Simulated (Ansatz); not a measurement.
## Molecular dynamics of H₄NSSb

Input file:

```yaml
crystal:
  periodic: [false, false, false]
  atoms:
    - { symbol: "N", position_ang: [-1.12075, 0.586215, -0.413801] }
    - { symbol: Sb, position_ang: [0.871239, 0.900408, 0.584237] }
    - { symbol: S, position_ang: [1.306406, -1.487465, 0.81344] }
    - { symbol: H, position_ang: [-1.171761, -0.407808, -0.640394] }
    - { symbol: H, position_ang: [-1.284876, 1.150895, -1.249341] }
    - { symbol: H, position_ang: [-0.87043, 0.811666, 1.039909] }
    - { symbol: H, position_ang: [2.270182, -1.553913, -0.13404] }
basis:
  gaussian: { orbitals: def2-SVP }
hamiltonian:
  xc: pbe0
  dispersion: d4
md:
  timestep: 0.5
  n_steps: 200
  ensemble: nve
  temperature: 300.0
  initial_velocities: maxwell_boltzmann
  seed: 3490
```

Launched with:

```bash
$ ansatz run input.yaml --threads 1 --pin off --max-ram 2048MiB --backend cpu --events-out ev --progress --plain --runs-dir out
```

It starts at the highest image of a converged band, a first-order saddle point between two minima.

Output, in part (step lines, the closing report, with atoms numbered from 0):

```
md step     0: t =     0.00 fs  T =   300.0 K  F+E_penalty+E_count = -18916.78800601 eV  E_kin = 0.193890 eV  conserved = -18916.59411601 eV  (29 SCF iters)
md step     1: t =     0.50 fs  T =   291.8 K  F+E_penalty+E_count = -18916.78258161 eV  E_kin = 0.188569 eV  conserved = -18916.59401288 eV  (32 SCF iters)
md step     2: t =     1.00 fs  T =   270.2 K  F+E_penalty+E_count = -18916.76822346 eV  E_kin = 0.174630 eV  conserved = -18916.59359334 eV  (32 SCF iters)
md step     3: t =     1.50 fs  T =   245.4 K  F+E_penalty+E_count = -18916.75160916 eV  E_kin = 0.158580 eV  conserved = -18916.59302948 eV  (32 SCF iters)
md step     4: t =     2.00 fs  T =   230.3 K  F+E_penalty+E_count = -18916.74145848 eV  E_kin = 0.148828 eV  conserved = -18916.59263026 eV  (32 SCF iters)
md step     5: t =     2.50 fs  T =   234.0 K  F+E_penalty+E_count = -18916.74388228 eV  E_kin = 0.151250 eV  conserved = -18916.59263275 eV  (26 SCF iters)
md step     6: t =     3.00 fs  T =   256.7 K  F+E_penalty+E_count = -18916.75888502 eV  E_kin = 0.165877 eV  conserved = -18916.59300799 eV  (32 SCF iters)
md step     7: t =     3.50 fs  T =   289.8 K  F+E_penalty+E_count = -18916.78077859 eV  E_kin = 0.187287 eV  conserved = -18916.59349153 eV  (33 SCF iters)
[... lines left out ...]
Total energy: -18918.22213392 eV, -695.2318401900 hartree
Atom 0 at    -0.929745     0.886025    -0.452868 Å, force    -0.923390    -0.232105     1.612180 eV/Å
Atom 1 at     0.805172     0.859381     0.560833 Å, force     1.475314     0.811375    -0.385879 eV/Å
Atom 2 at     1.446046    -1.461536     0.872338 Å, force    -0.273149    -0.898781     1.190005 eV/Å
Atom 3 at    -1.693914     0.320559    -0.055249 Å, force     0.307992     0.225110    -0.814569 eV/Å
Atom 4 at    -0.819575     0.868128    -1.453163 Å, force    -0.178850    -0.226319    -0.355728 eV/Å
Atom 5 at     0.447370     0.798054     2.274622 Å, force    -0.528793    -0.100217    -0.549071 eV/Å
Atom 6 at     1.894237    -2.020922    -0.253462 Å, force     0.120877     0.420937    -0.696938 eV/Å
Dipole moment:    -0.192184     0.120326    -0.343803 e Å
```

The steps, from the saved trajectory:

```
time (fs)  T (K)  potential energy less start (eV)  conserved less start (meV/atom)
      0.0    300                             0.000                             0.00
      3.0    257                             0.029                             0.16
      6.0    394                            -0.059                             0.19
      9.0    940                            -0.413                             0.10
     12.0   1806                            -0.973                             0.08
     15.0   2441                            -1.385                            -0.10
     18.0   2380                            -1.344                            -0.02
     21.0   2007                            -1.102                             0.12
     24.0   1701                            -0.906                            -0.03
     27.0   1303                            -0.648                             0.06
     30.0    867                            -0.366                             0.06
     33.0    575                            -0.177                             0.10
     36.0    862                            -0.363                             0.07
     39.0   1231                            -0.602                             0.00
     42.0   1533                            -0.797                             0.00
     45.0   1964                            -1.075                             0.11
     48.0   2581                            -1.475                            -0.12
     51.0   2606                            -1.491                            -0.11
     54.0   1850                            -1.001                             0.04
     57.0    996                            -0.450                             0.05
     60.0    676                            -0.242                             0.18
     63.0   1180                            -0.568                             0.06
     66.0   1815                            -0.979                            -0.04
     69.0   2107                            -1.168                             0.01
     72.0   1994                            -1.095                             0.00
     75.0   1727                            -0.922                             0.06
     78.0   1638                            -0.865                             0.02
     81.0   1339                            -0.672                            -0.03
     84.0    789                            -0.315                             0.15
     87.0    665                            -0.235                             0.10
     90.0    942                            -0.414                             0.04
     93.0   1291                            -0.640                             0.09
     96.0   1853                            -1.003                             0.03
     99.0   2401                            -1.357                             0.06
```

The run went to its last step. The conserved energy stayed within 0.25 meV per atom of its start (net change 0.016 meV per atom), so the integration is sound. The system heated up, since it started high on the potential surface and ran downhill. A run of 0.1 ps of so small a system gives no equilibrium averages. The orbitals stay closed-shell, which can raise the energy where a bond breaks towards radicals; this wasn't checked here.

The step under study would form N1–H6 and break Sb2–H6. These pairs go: N1–H6 1.49 → 3.06 Å, Sb2–H6 1.80 → 1.75 Å. In the last frame they stand as before the step (other bonds may differ from the relaxed reactants and products). It ends as one piece, H4NSSb. Pairs count as bonded within 1.25 times the sum of covalent radii (0.12 Å more for H–H).

Last frame:

```xyz
7
Properties=species:S:1:pos:R:3
N -0.930 0.886 -0.453
Sb 0.805 0.859 0.561
S 1.446 -1.462 0.872
H -1.694 0.321 -0.055
H -0.820 0.868 -1.453
H 0.447 0.798 2.275
H 1.894 -2.021 -0.254
```

The run took 19 min on 1 thread of Arm Neoverse N1, on a shared host, peak memory 0.16 GiB.
